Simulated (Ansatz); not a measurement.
`[OH][Sn]([OH])([F])[F]`. Charge 0, multiplicity 1. Correlated methods include outer-core shells of Sn, which these sets cover unevenly. Sn: def2 effective core potential.

Cartesian coordinates in Å:
```
O 0.594 -1.534 -0.795
Sn -0.144 0.085 -0.067
O 0.844 0.688 1.467
F -0.161 1.504 -1.329
F -1.969 -0.252 0.334
H -0.087 -2.138 -1.106
H 0.922 1.647 1.496
```

Q: Give the diagnostics of a CCSD(T)/def2-TZVPP run (frozen core, Ansatz 0.2.0). (An estimate is asked.)

A: Ansatz gave: T1 = 0.0148, largest single amplitude 0.036, largest double 0.018, (T) share of the correlation energy 3.2 %, 10 CCSD cycles. The RHF solution is stable towards an unrestricted one. T1 lies under the customary mark of 0.02 for closed shells.
